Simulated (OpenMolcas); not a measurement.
# Computed levels of Ne+

```json
{"Program": "OpenMolcas", "Method": "SS-RASPT2, IPEA 0.25 Eh, imaginary shift 0.1 Eh (closed shells correlated: 1s 2s)", "Basis": "ANO-RCC-VQZP [5s4p3d2f1g]", "Scalar Hamiltonian": "DKH2, point nucleus", "Active space": "5 electrons in 9 orbitals (RAS2 2p; RAS3 3s 3d, at most 1 electron)", "State averaging": "2S+1 = 2 odd, 3 roots; 2S+1 = 4 even, 3 roots; 2S+1 = 2 even, 8 roots", "Spin-orbit coupling": "state interaction with AMFI integrals over the reference wave functions, term energies averaged over their components"}
```

With spin-orbit coupling, above the lowest level:

```
Configuration  Term    J  E (cm-1)  Measured (cm-1)      g  Term weight %
      2s2 2p5   2P*  3/2       0.0              0.0  1.334            100
      2s2 2p5   2P*  1/2       779              780  0.666            100
   2s2 2p4 3s    4P  5/2    256870           219131  1.601            100
   2s2 2p4 3s    4P  3/2    257360           219648  1.735            100
   2s2 2p4 3s    4P  1/2    257650           219947  2.670            100
```

Against the 4 measured excited levels shown (NIST Handbook of Basic Atomic Spectroscopic Data) the mean absolute deviation is 28000 cm-1; the largest miss in energy is 2s2 2p4 3s 4P 5/2: computed 256870, measured 219131 cm-1 (+17.2 %).

Spin-orbit coupling puts the lowest level 260 cm-1 below the lowest spin-free term.

ANO sets are built for valence states and can reach diffuse excited orbitals poorly. Measured partners are found by configuration, term and J. A level has none where our copy of the source lacks it or the pairing is in doubt (some pairs that miss far off the trend of their configuration count as doubtful), and it then counts in no deviation. Only configurations of the active space appear. The first state left out of the spin-orbit step lies near 330000 cm-1 above the lowest spin-free state of the reference (among the parities and spins computed), and the list stops at four fifths of that energy or lower.

The term weight is that of the spin-free term in the level, not the purity of its configuration. * marks odd parity.
